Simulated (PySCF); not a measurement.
## How methods differ on the excitation energy of Mo

Mo [Kr] 4d5 5s1 (7S) → Mo [Kr] 4d6 (5D), as a difference of total energies. Computed with PySCF 2.14 in def2-TZVPPD with the def2 core potential (28 electrons) (6s4p3d2f1g, 56 functions), with scalar relativity through the core potential. Correlated levels: valence: 4s2 4p6 frozen. The calculations carry no spin-orbit coupling.

```
           method  excitation energy (eV)
              UHF                   4.539
    MP2 (valence)                   3.593
SCS-MP2 (valence)                   3.009
   CCSD (valence)                   3.521
CCSD(T) (valence)                   3.194
```

Question: How much does correlation contribute at CCSD(T) (valence)?

Answer: 3.194 − (4.539) = -1.345 eV, measured against UHF.

The coupled-cluster amplitudes are large for the upper state (T1 above 0.03 or a double amplitude above 0.15), so a single reference is strained.
